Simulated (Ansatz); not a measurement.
C₃H₈BNO, SMILES `COCBC=N`. Total charge 0; spin multiplicity 1.

Z-matrix (Å, degrees):
```
C
O 1 1.400
H 1 1.090 2 107.8
H 1 1.099 2 111.5 3 -119.5
H 1 1.099 2 111.5 3 119.5
C 2 1.405 1 112.8 3 -180.0
B 6 1.552 2 114.2 1 180.0
H 6 1.108 2 111.1 1 -57.5
H 6 1.108 2 111.1 1 57.4
C 7 1.566 6 122.9 2 0.2
H 7 1.195 6 118.4 2 -179.9
N 10 1.278 7 118.8 6 179.3
H 10 1.098 7 119.8 6 -0.6
H 12 1.024 10 111.0 7 -179.9
```

Task: Give the diagnostics of a CCSD(T)/def2-TZVPP run (frozen core, Ansatz 0.2.0). (An estimate is asked.)

Result: The calculation gave: T1 = 0.0114, largest single amplitude 0.013, largest double 0.069, (T) share of the correlation energy 4.0 %, 9 CCSD cycles. The RHF solution is unstable towards an unrestricted one. T1 lies under the customary mark of 0.02 for closed shells.
